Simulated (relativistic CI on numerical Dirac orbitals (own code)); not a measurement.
V4+ in a cubic cluster: 2p photoemission with charge transfer

Computed with a charge-transfer multiplet model of a cubic metal-ligand cluster with up to 2 ligand holes, Slater and spin-orbit integrals from Dirac-Coulomb-Breit ions, Slater integrals scaled by 0.8. The ground state mixes d1 with configurations of k ligand holes L, whose averages lie at kΔ + k(k − 1)U_dd/2; a core hole lowers each added d electron by U_cd. 300 K, Lorentzian 0.6 eV and Gaussian 0.8 eV FWHM.

Atomic integrals in eV (Slater integrals scaled, ζ unscaled), ground: F2dd 8.057, F4dd 5.049, zeta_d 0.029; with the core hole: F2dd 8.057, F4dd 5.049, zeta_d 0.047, zeta_core 4.606, F2cd 5.989, G1cd 4.613, G3cd 2.623. Where a configuration has fewer than two d electrons, the dd integrals are those of d2.

Cluster parameters (eV): Δ = 0.7, U_dd = 5, U_cd = 6.4, 10Dq(ligand) = 0.8, V(eg) = 3.1, V(t2g) = -1.64, final-state hopping factor = 0.9.

| Case | n_d | d1 | d2L | d3L2 | S |
| --- | --- | --- | --- | --- | --- |
| 10Dq = 0.95 eV | 1.91 | 0.27 | 0.54 | 0.18 | 0.50 |
| 10Dq = 1.25 eV | 1.91 | 0.28 | 0.54 | 0.18 | 0.50 |
| 10Dq = 1.55 eV | 1.90 | 0.28 | 0.54 | 0.18 | 0.50 |

Weights, n_d and S are thermal averages at 300 K. Binding energies count from the first peak over 30 % of the highest in each spectrum, which can be another peak from case to case. The parameters are a model scan and need not match a compound or its usual spin state. Peaks in eV (height, largest 100):
- 10Dq = 0.95 eV: 0.0 (100), 3.3 (11), 7.9 (36), 10.2 (9), 13.3 (10)
- 10Dq = 1.25 eV: 0.0 (100), 3.6 (11), 8.0 (35), 10.5 (8), 13.4 (10)
- 10Dq = 1.55 eV: 0.0 (100), 3.9 (11), 8.0 (35), 10.7 (8), 13.4 (10)

Curve for 10Dq = 1.55 eV (points under 2 left out, the grid thinned):

E (eV), Intensity and a bar:
```
     -3.4        2.1 
     -2.9        2.9 
     -2.4        4.5 #
     -1.9        8.1 ##
     -1.4       19.4 #####
     -0.9       49.8 ###############
     -0.4       88.2 ###########################
      0.1       98.8 ##############################
      0.6       72.0 ######################
      1.1       38.6 ###########
      1.6       21.4 ######
      2.0       14.3 ####
      2.5       10.5 ###
      3.0        9.8 ##
      3.5       10.6 ###
      4.0       10.8 ###
      4.5       10.3 ###
      5.0       10.3 ###
      5.5       11.9 ###
      6.0       15.4 ####
      6.5       22.2 ######
      7.0       28.6 ########
      7.5       32.3 #########
      8.0       34.7 ##########
      8.5       29.2 ########
      9.0       18.2 #####
      9.5       10.6 ###
     10.0        8.0 ##
     10.5        7.6 ##
     11.0        7.5 ##
     11.5        7.0 ##
     12.0        7.0 ##
     12.5        7.9 ##
     13.0        9.5 ##
     13.4       10.0 ##
     13.9        8.7 ##
     14.4        6.3 #
     14.9        4.3 #
     15.4        2.9 
     15.9        2.2 
     20.2        2.7 
     20.7        4.0 #
     21.2        4.2 #
     21.7        3.3 
     22.2        2.2
```

For the case 10Dq = 1.25 eV, Δ = 0.7 eV is smaller than U_dd = 5 eV, the charge-transfer side of the Zaanen-Sawatzky-Allen scheme. With the core hole the average of the configuration with one ligand hole lies at Δ − U_cd = -5.7 eV before mixing: the effective hopping of about 6.1 eV (from the holes of the mixed ground state) is comparable with this gap or larger, so the configurations mix strongly.

With at most 2 ligand holes the space is cut while the next configuration still counts, so covalency is underestimated, and a final configuration with one more ligand hole, which can lie low, is missing from the spectra.
